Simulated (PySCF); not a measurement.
O2Si, singlet, at a GFN2-xTB geometry, with bond 3-2 at 1.6 times its length; HF/def2-SVP (PySCF).

The PySCF input:
```python
from pyscf import gto, scf

mol = gto.Mole()
mol.atom = '''
    O    -0.000000   -0.000000   -1.491085
    Si    0.000000    0.000000    0.000000
    O     0.000000    0.000000    2.385736
'''
mol.basis = 'def2-svp'
mol.charge = 0
mol.spin = 0
mol.verbose = 4
mol.build()

mf = scf.RHF(mol)
mf.conv_tol_grad = 1e-7
mf.kernel()
```

The log (banner, timings and long lists left out):

```
PySCF version 2.14.0

[INPUT] verbose = 4
[INPUT] num. atoms = 3
[INPUT] num. electrons = 30
[INPUT] charge = 0
[INPUT] spin (= nelec alpha-beta = 2S) = 0
[INPUT] symmetry False subgroup None
[INPUT] Mole.unit = angstrom
[INPUT] Symbol           X                Y                Z      unit          X                Y                Z       unit  Magmom
[INPUT]  1 O      0.000000000000   0.000000000000  -1.491085000000 AA    0.000000000000   0.000000000000  -2.817742278447 Bohr   0.0
[INPUT]  2 Si     0.000000000000   0.000000000000   0.000000000000 AA    0.000000000000   0.000000000000   0.000000000000 Bohr   0.0
[INPUT]  3 O      0.000000000000   0.000000000000   2.385736000000 AA    0.000000000000   0.000000000000   4.508387645515 Bohr   0.0

nuclear repulsion = 73.3265729076024
number of shells = 20
number of NR pGTOs = 84
number of NR cGTOs = 46
basis = def2-svp
ecp = {}

******** <class 'pyscf.scf.hf.RHF'> ********
method = RHF
initial guess = minao
damping factor = 0
level_shift factor = 0
DIIS = <class 'pyscf.scf.diis.CDIIS'>
diis_start_cycle = 1
diis_space = 8
diis_damp = 0
SCF conv_tol = 1e-09
SCF conv_tol_grad = 1e-07
SCF max_cycles = 50
direct_scf = True
direct_scf_tol = 1e-13
Initial guess from minao.
init E= -437.773704316448
  HOMO = -0.402838544432568  LUMO = -0.247372834659897  gap/eV = 4.23044
cycle= 1 E= -437.8109820448  delta_E= -0.0373  |g|= 1.07  |ddm|= 2.08
  HOMO = -0.165080141094401  LUMO = -0.0411427809022953  gap/eV = 3.37251
cycle= 2 E= -436.703614544882  delta_E= 1.11  |g|= 2.33  |ddm|= 2.52
  HOMO = -0.421273596139287  LUMO = -0.0974781012563497  gap/eV = 8.81092
cycle= 3 E= -438.167530295323  delta_E= -1.46  |g|= 0.369  |ddm|= 1.73
  HOMO = -0.406824666479059  LUMO = -0.0384293415820145  gap/eV = 10.02455
cycle= 4 E= -438.21391740438  delta_E= -0.0464  |g|= 0.245  |ddm|= 0.442
  HOMO = -0.461913171252994  LUMO = -0.0147576051165879  gap/eV = 12.16772
cycle= 5 E= -438.237493309903  delta_E= -0.0236  |g|= 0.11  |ddm|= 0.22
  HOMO = -0.46541974227142  LUMO = 0.00909701394179718  gap/eV = 12.91226
cycle= 6 E= -438.248632245116  delta_E= -0.0111  |g|= 0.0205  |ddm|= 0.312
  HOMO = -0.462334286035939  LUMO = -0.0013494523175468  gap/eV = 12.54404
cycle= 7 E= -438.24881438877  delta_E= -0.000182  |g|= 0.00641  |ddm|= 0.03
  HOMO = -0.464494498253206  LUMO = 0.000639389686863723  gap/eV = 12.65694
cycle= 8 E= -438.248846280296  delta_E= -3.19e-05  |g|= 0.00193  |ddm|= 0.0189
  HOMO = -0.464295775144782  LUMO = 0.000304503917345933  gap/eV = 12.64242
cycle= 9 E= -438.248848221428  delta_E= -1.94e-06  |g|= 0.000297  |ddm|= 0.00388
  HOMO = -0.464374596026446  LUMO = 0.000291053371041183  gap/eV = 12.64420
cycle= 10 E= -438.2488482898  delta_E= -6.84e-08  |g|= 8.15e-05  |ddm|= 0.000675
  HOMO = -0.46439906826757  LUMO = 0.000314246764363979  gap/eV = 12.64549
cycle= 11 E= -438.248848294954  delta_E= -5.15e-09  |g|= 1.35e-05  |ddm|= 0.000265
  HOMO = -0.464397425529677  LUMO = 0.000309316221665412  gap/eV = 12.64531
cycle= 12 E= -438.248848295127  delta_E= -1.74e-10  |g|= 2.54e-06  |ddm|= 4.1e-05
  HOMO = -0.46439763613103  LUMO = 0.000310614776373619  gap/eV = 12.64536
cycle= 13 E= -438.24884829513  delta_E= -2.22e-12  |g|= 3.57e-07  |ddm|= 3.99e-06
  HOMO = -0.464397751096192  LUMO = 0.000310742080611437  gap/eV = 12.64536
cycle= 14 E= -438.248848295129  delta_E= 2.27e-13  |g|= 9.35e-08  |ddm|= 7.74e-07
  HOMO = -0.4643977328053  LUMO = 0.000310765614382813  gap/eV = 12.64536
Extra cycle  E= -438.24884829513  delta_E= -5.12e-13  |g|= 5.62e-08  |ddm|= 1.57e-07
converged SCF energy = -438.24884829513
```
